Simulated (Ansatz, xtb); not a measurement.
**Relative energy of two isomers of C4H4BrFO3**

We compare I, `O=C(O)[C@@H]1OC[C@@]1(F)Br`, a singlet, with II, `O=CO[C@@H](C=O)[C@@H](F)Br`, a singlet. Both are isolated molecules in the gas phase, relaxed with PBE0-D3(BJ)/def2-SVP, each in the lowest conformer that the search found.

Quicker runs give these differences E(II) − E(I): GFN2-xTB +9.3 kcal/mol; HF/STO-3G +14.3 kcal/mol (at GFN2-xTB geometries); r2SCAN-D4/def2-SVP −3.4 kcal/mol (at GFN2-xTB geometries).

Problem. Which of the two would you expect CCSD(T)/def2-SVP + ΔMP2/def2-TZVPP electronic energies to favour?

Solution. Structure II; the calculation gives E(II) − E(I) = −5.4 kcal/mol.

How the difference moves with the method:

```tsv
level	geometry	E(II) − E(I) (kcal/mol)	departure from the last row (kcal/mol)	job, with rough time for the two
GFN2-xTB	GFN2-xTB	+9.3	+14.8	optimisation, 0.32 s
HF/STO-3G	GFN2-xTB	+14.3	+19.7	single point, 0.74 s
r2SCAN-D4/def2-SVP	GFN2-xTB	−3.4	+2.0	single point, 5.2 s
PBE0-D3(BJ)/def2-SVP	PBE0-D3(BJ)/def2-SVP	−1.5	+3.9	optimisation, 2 min
HF/def2-SVP	PBE0-D3(BJ)/def2-SVP	−9.4	−4.0	part of the CCSD(T) run
MP2/def2-SVP	PBE0-D3(BJ)/def2-SVP	−6.9	−1.5	part of the CCSD(T) run
CCSD(T)/def2-SVP	PBE0-D3(BJ)/def2-SVP	−8.1	−2.6	single point
CCSD(T)/def2-SVP + ΔMP2/def2-TZVPP	PBE0-D3(BJ)/def2-SVP	−5.4		single point, 4.8 min
```

As drawn, II has 1 C=O, 1 C–H in place of 1 C–O, 1 C–C, 1 O–H. Structure I has a 4-membered ring, II no ring.

GFN2-xTB, HF/STO-3G put the two in the other order. The largest departure from CCSD(T)/def2-SVP + ΔMP2/def2-TZVPP is that of HF/STO-3G, 19.7 kcal/mol. The last row adds to CCSD(T) the change of the MP2 difference between the two basis sets, here +2.6 kcal/mol.

With thermal terms from frequencies at re-optimised GFN2-xTB minima (ideal gas, soft modes damped towards free rotors, one conformer each, 298.15 K, 1 atm): on the last row, ΔE + ΔZPE = −7.0, ΔH = −6.4, ΔG = −8.0 kcal/mol.

The correlated steps freeze 17 core orbitals; the filled d shell of Br is correlated, in a basis made for valence electrons. Codes used: Ansatz 0.2.0, xtb 6.7.1; the last row on 4 threads of Arm Neoverse V1 on a shared host.
